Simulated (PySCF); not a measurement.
Molecule: SMILES P[SiH](N)P, H₇NP₂Si.

Geometry:
```tsv
atom	x (Å)	y (Å)	z (Å)
N1	-0.508	-1.290	1.030
Si2	-0.236	-0.338	-0.391
P3	2.009	-0.097	-0.534
P4	-1.308	1.649	-0.250
H5	-1.452	-1.417	1.379
H6	0.050	-2.125	1.180
H7	-0.670	-0.937	-1.699
H8	1.933	0.730	-1.696
H9	2.058	1.004	0.376
H10	-2.594	1.057	-0.035
H11	-1.034	1.778	1.147
```

Geometry PBE0-D3(BJ)/def2-SVP throughout; GIAO in PySCF 2.14.0 with density-fitted response routines, gas phase, one conformer, non-relativistic; equivalent atoms averaged; basis pcSseg-2.

**Question.** How do the shifts δ (against NH3, TMS, H3PO4 at the same level) depend on the functional? (ppm; last column core-seconds on shared hosts with different chips, so compare them loosely)

**Answer.** 
```csv
functional,kind,N1,Si2,P3/P4,H7,H8/H9/H10/H11,H5/H6,core-s
HF,Hartree–Fock,13.2,-11.2,-237.3,4.93,1.73,0.69,16
PBE0,global hybrid,26.1,-8.6,-265.1,5.73,1.86,0.51,25
mPW1PW91,global hybrid,25.2,-8.3,-262.8,5.68,1.84,0.51,26
WP04,global hybrid,18.9,-4.8,-220.0,5.00,1.53,0.58,28
B97-2,global hybrid,24.2,-8.6,-256.2,5.63,1.83,0.51,27
BHandHLYP,global hybrid,22.1,-7.9,-249.1,5.31,1.75,0.58,27
CAM-B3LYP,range-separated hybrid,26.3,-8.0,-259.1,5.49,1.78,0.52,38
wB97X-D,range-separated hybrid,23.3,-9.4,-264.4,5.55,1.82,0.52,37
LC-wPBE,range-separated hybrid,20.3,-10.7,-277.7,5.36,1.80,0.45,43
```

**Question.** Which nucleus moves most, in ppm?

**Answer.** P3/P4 (phosphorus bonded to Si, 2 H): from -277.7 ppm with LC-wPBE to -220.0 ppm with WP04. The smallest spread is 0.24 ppm, at H5/H6.
